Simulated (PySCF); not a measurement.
## Simulated absorption spectrum

Species: Al(AsH3)F3.
Z-matrix (Å and degrees, PBE0-D3(BJ)/def2-SVP geometry), rows numbered from 1:
```
Al
As  1  2.5725
H   2  1.5055  1  118.45
H   2  1.5053  1  120.06  3  -121.30
H   2  1.5056  1  117.33  3   118.53
F   1  1.6624  2  100.08  3    58.91
F   1  1.6640  2   97.35  3   -61.00
F   1  1.6627  2   98.54  3   178.99
```

Computed with TDDFT B3LYP/def2-SVPD, vertical, gas phase, core orbitals frozen in the response (PySCF 2.14.0, density-fitted response routines). Relativistic effects, spin–orbit coupling among them, are left out although an element past zinc is present.

Each state is given a Gaussian of 0.5 eV full width at half maximum, with ε(max) = 2.175×10⁸ f / Δν̃ (Δν̃ the width in cm⁻¹). The width is an assumption, not a result. The curve ends short of the highest state used, and states not computed would add to its high-energy end.

(λ (nm), ε (L mol⁻¹ cm⁻¹)): (144.2, 1215), (145.8, 649), (147.5, 344), (149.1, 273), (150.7, 461), (152.4, 1126), (154.0, 2441), (155.6, 4617), (157.3, 7809), (158.9, 11176), (160.5, 14114), (162.2, 15873), (163.8, 15765), (165.4, 14045), (167.1, 11086), (168.7, 8010), (170.3, 5265), (171.9, 3162), (173.6, 1675), (175.2, 847), (176.8, 396), (178.5, 163), (180.1, 66), (181.7, 25)

Q: Where are the band maxima, and which computed states make them?

A: 163 nm (7.61 eV), ε about 16000, made up of S1 (75%), S2 (13%) and S3 (12%) (ε in L mol⁻¹ cm⁻¹; maxima over ε = 5, shares over 10%). At its high-energy end, 8.60 eV, the curve is still rising (ε about 1200, from S5, S6 and S9). The states used: S1 7.57 eV (f 0.226); S2 7.72 eV (f 0.044); S3 7.74 eV (f 0.044); S4 8.50 eV (f 0.0000); S5 8.67 eV (f 0.0050); S6 8.69 eV (f 0.0049); S7 8.90 eV (f 0.0003); S8 8.91 eV (f 0.0003); S9 8.99 eV (f 0.052); S10 9.07 eV (f 0.0006); S11 9.09 eV (f 0.0062); S12 9.09 eV (f 0.0034); S13 9.17 eV (f 0.080); S14 9.19 eV (f 0.020); S15 9.20 eV (f 0.022).

Q: What would ε be at 7.61 eV, the highest of these maxima, with half the width (0.25 eV)?

A: About 28000 L mol⁻¹ cm⁻¹ against 16000, a factor of about 1.7; a lone state at its own centre would give exactly 2.

Q: Coming from long wavelengths, where does ε first pass 100 L mol⁻¹ cm⁻¹?

A: At about 179 nm (6.91 eV), 0.66 eV below S1.
